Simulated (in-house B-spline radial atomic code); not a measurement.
Values are calculated unless marked as measured or tabulated.
Making a Troullier-Martins s channel for Br, r_c = 2.0 bohr

Br, [Ar] 3d10 4s2 4p5, non-relativistic LDA (VWN5), spherical and spin-unpolarised, from a B-spline radial code for spherical atoms (atomic units). The all-electron 4s level is ε = -0.720066 hartree, its outermost node lies just inside 0.70 bohr and its outer maximum at 1.43 bohr.

Inside r_c the pseudo-orbital is u(r) = r^1 exp(p(r)), with p = c0 + c2 r² + c4 r⁴ + … + c12 r¹². The seven coefficients follow from p and its first four derivatives at r_c, from zero curvature of the screened potential at the origin, c4 = −c2²/(2l + 5), and from the norm inside r_c. At r_c the all-electron orbital has P = 0.6887584, P' = -0.4646541, the screened potential V = -0.8125823, V' = 1.00737, V'' = -1.718877, and the norm inside is Q = 0.7247438.

Problem. What are p, p' and p'' at r_c?

Solution. p = ln(P/r_c^1) = ln(0.6887584/2) = -1.06601. p' = P'/P − 1/r_c = -0.67463 − 0.50000 = -1.17463. The radial equation gives p'' = 2(V − ε) − 2(1) p'/r_c − p'² = -0.18503 − (-1.17463) − 1.37975 = -0.39015. Differentiating, p''' = 2V' + 2(1)p'/r_c² − 2(1)p''/r_c − 2p'p'' = 0.90101, and p'''' = 2V'' − 4(1)p'/r_c³ + 4(1)p''/r_c² − 2(1)p'''/r_c − 2p''² − 2p'p''' = -2.3293.

For a trial c2 the five matching conditions are linear in c0, c6, c8, c10 and c12, and c2 is varied until the norm inside r_c equals Q. The root nearest zero gives:

| n | c_n |
| --- | --- |
| 0 | -0.7019316 |
| 2 | 0.3380337 |
| 4 | -0.02285336 |
| 6 | -0.1140725 |
| 8 | 0.04330079 |
| 10 | -0.006421871 |
| 12 | 0.0003518245 |

Problem. Check c4 and p(r_c), and find the screened pseudopotential at the origin.

Solution. −c2²/5 = -0.0228534, as listed. The terms c_n r_c^n are -0.70193, 1.35213, -0.36565, -7.30064, 11.08500, -6.57600, 1.44107, which sum to -1.06601. Inverting the radial equation, V_l(r) = ε + 1 p'/r + (p'' + p'²)/2, so V_l(0) = ε + (2l + 3) c2 = -0.720066 + 3 × (0.338034) = 0.2940 hartree, finite where the all-electron potential diverges.

Orbitals and screened potentials:

| r (bohr) | P | u | V all-electron | V pseudo |
| --- | --- | --- | --- | --- |
| 0.2 | 0.1136 | 0.1005 | -90.06 | 0.2902 |
| 0.5 | -0.3737 | 0.2688 | -17.8 | 0.1576 |
| 0.8 | 0.2577 | 0.4764 | -6.663 | -0.4253 |
| 1.1 | 0.722 | 0.7006 | -3.315 | -1.413 |
| 1.4 | 0.8631 | 0.8383 | -1.919 | -1.918 |
| 1.7 | 0.8142 | 0.8124 | -1.211 | -1.382 |
| 2.0 | 0.6888 | 0.6888 | -0.8126 | -0.8126 |

Logarithmic derivatives P'/P at R = 2.3 bohr, for energies E around ε:

| E − ε (hartree) | all-electron | pseudo |
| --- | --- | --- |
| -0.5 | 0.631704 | 0.623509 |
| -0.25 | 0.119409 | 0.114946 |
| -0.1 | -0.358571 | -0.359855 |
| 0 | -0.824873 | -0.824874 |
| 0.1 | -1.52415 | -1.5278 |
| 0.25 | -3.74516 | -3.82311 |
| 0.5 | 25.6934 | 19.1881 |

Problem. With P(R) = 0.5489993 and a norm of 0.8400161 inside R, what slope in energy does norm conservation fix?

Solution. d(P'/P)/dE = −2 × (norm inside R)/P(R)² = -5.5741 per hartree·bohr at E = ε, for both atoms, since orbital and norm agree at R. Differences over ±0.1 hartree give -5.8279 (all-electron) and -5.8397 (pseudo), which also hold third-order terms. Half a hartree below ε the two curves differ by -0.0082.
